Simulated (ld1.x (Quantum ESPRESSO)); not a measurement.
**Ca (Z = 20): excitation energies, all-electron against TM**

- Element: Ca (Z = 20)
- Generator: ld1.x (Quantum ESPRESSO) 7.5
- Type: norm-conserving Troullier–Martins (Kleinman–Bylander form)
- Functional: LDA (PZ)
- Relativity: scalar-relativistic
- Frozen core: [Ar]
- Valence charge: 2
- Reference configuration: 3d1 4s1 4p0
- Partial waves: 4s (bound): rc 3.50 bohr; 4p (bound, empty): rc 4.20 bohr; 3d (bound): rc 3.40 bohr
- Local potential: all-electron potential smoothed inside 3.10 bohr (lloc = -2)
- Core correction: Bessel-smoothed model core inside 1.60 bohr

Energies are relative to the spin-unpolarised reference configuration 3d1 4s1 4p0; without spin polarisation the order of configurations can differ from experiment. Spin-polarised rows fill each open shell by Hund’s rule, majority spin first. The frozen-core shift is the all-electron ΔE with the core orbitals held at their reference shape minus the fully relaxed ΔE.

Q: Give the all-electron excitation energy and the error of the potential for: 3d0 4s2 4p0; 3d0 4s1 4p0; 3d0 4s1.5 4p0; 3d0 4s0 4p2; 3d0.5 4s1.5 4p0; 3d0 4s0 4p1; 3d0 4s1 4p1; 3d1 4s1 4p0 (spin-polarised); 3d0 4s1 4p0 (spin-polarised).

A:

```json
{"valence configuration": "3d0 4s2 4p0", "charge": "0", "ΔE all-electron (eV)": "-2.242", "error AE − PS (meV)": "+21", "frozen-core shift (meV)": "+95"}
{"valence configuration": "3d0 4s1 4p0", "charge": "+1", "ΔE all-electron (eV)": "4.221", "error AE − PS (meV)": "+24", "frozen-core shift (meV)": "+164"}
{"valence configuration": "3d0 4s1.5 4p0", "charge": "+0.5", "ΔE all-electron (eV)": "0.325", "error AE − PS (meV)": "+25", "frozen-core shift (meV)": "+120"}
{"valence configuration": "3d0 4s0 4p2", "charge": "0", "ΔE all-electron (eV)": "2.875", "error AE − PS (meV)": "-48", "frozen-core shift (meV)": "+178"}
{"valence configuration": "3d0.5 4s1.5 4p0", "charge": "0", "ΔE all-electron (eV)": "-1.220", "error AE − PS (meV)": "+1.8", "frozen-core shift (meV)": "+13"}
{"valence configuration": "3d0 4s0 4p1", "charge": "+1", "ΔE all-electron (eV)": "7.343", "error AE − PS (meV)": "-31", "frozen-core shift (meV)": "+224"}
{"valence configuration": "3d0 4s1 4p1", "charge": "0", "ΔE all-electron (eV)": "0.249", "error AE − PS (meV)": "-2.3", "frozen-core shift (meV)": "+131"}
{"valence configuration": "3d1 4s1 4p0 (spin-polarised)", "charge": "0", "ΔE all-electron (eV)": "-0.421", "error AE − PS (meV)": "+17", "frozen-core shift (meV)": "+2.1"}
{"valence configuration": "3d0 4s1 4p0 (spin-polarised)", "charge": "+1", "ΔE all-electron (eV)": "4.013", "error AE − PS (meV)": "+14", "frozen-core shift (meV)": "+170"}
```

Levels in the configuration 3d0 4s1.5 4p0:

```
level  all-electron (eV)  pseudo (eV)
   4s             -6.434       -6.428
```
